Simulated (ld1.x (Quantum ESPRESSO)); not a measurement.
**Zn RRKJ: all-electron and pseudo phase curves**

| Item | Value |
| --- | --- |
| Element | Zn |
| Generator | ld1.x (Quantum ESPRESSO) 7.5 |
| Type | norm-conserving RRKJ (Kleinman–Bylander form) |
| Functional | LDA (PZ) |
| Relativity | fully relativistic |
| Frozen core | [Ne] |
| Valence charge | 20 |
| Reference configuration | 3s2 3p6 3d10 4s0.5 4p0 (charge +1.5) |
| Partial waves | 3p (bound): rc 0.85 bohr; 3d (bound): rc 0.65 bohr; 3s (bound): rc 0.65 bohr |
| Local potential | the s channel |
| Core correction | none |
| rho0 | 0.005 |

Open shells are filled in proportion to 2j + 1 (rel_dist='average').

Occupied shells without a wave of their own: 4s. They enter only through the test configuration that unscreens the potential.

The phase is arctan(r·u′/u) with u = r·R(r), unwrapped; energies in Ry, scanned from -13 to 5 Ry. A pole is an energy at which the radial function vanishes at the test radius. The pseudo phase is shifted by a multiple of π to meet the all-electron one at the reference energy, and phase errors are pseudo minus all-electron; the curves can meet again beyond the range given. Levels narrower than the energy grid can be missing from the lists of poles.

```
channel  radius (bohr)  reference energy (Ry)  poles, all-electron  poles, pseudo  unbroken range about the reference energy with phases within 0.05 rad  phase error 1 Ry above the reference energy (rad)
      s           0.94                 -10.57                -5.21          -5.25                                                        the whole range                                             -0.000
   p1/2           0.94                  -7.39                -1.98          -2.00                                                        the whole range                                             +0.000
   p3/2           0.94                  -7.16                -1.53          -1.55                                                        the whole range                                             +0.000
   d3/2           0.94                  -1.89                 3.13           3.19                                                        the whole range                                             +0.001
   d5/2           0.94                  -1.87                 3.20           3.26                                                        the whole range                                             +0.001
```

A Bessel basis up to 400 Ry misses an occupied level by 0.08 Ry, so cutoffs and ghosts were not judged.

Phases in the p1/2 channel:

| E (Ry) | all-electron | pseudo |
| --- | --- | --- |
| -13.00 | 0.957 | 0.956 |
| -12.04 | 0.832 | 0.831 |
| -11.08 | 0.628 | 0.627 |
| -10.12 | 0.282 | 0.280 |
| -9.16 | -0.236 | -0.237 |
| -8.20 | -0.736 | -0.736 |
| -7.24 | -1.058 | -1.058 |
| -6.28 | -1.248 | -1.248 |
| -5.32 | -1.368 | -1.368 |
| -4.36 | -1.448 | -1.449 |
| -3.40 | -1.507 | -1.508 |
| -2.44 | -1.552 | -1.553 |
| -1.48 | -1.589 | -1.590 |
| -0.52 | -1.620 | -1.621 |
| 0.44 | -1.647 | -1.648 |
| 1.40 | -1.671 | -1.673 |
| 2.36 | -1.694 | -1.695 |
| 3.32 | -1.715 | -1.717 |
| 4.28 | -1.736 | -1.739 |
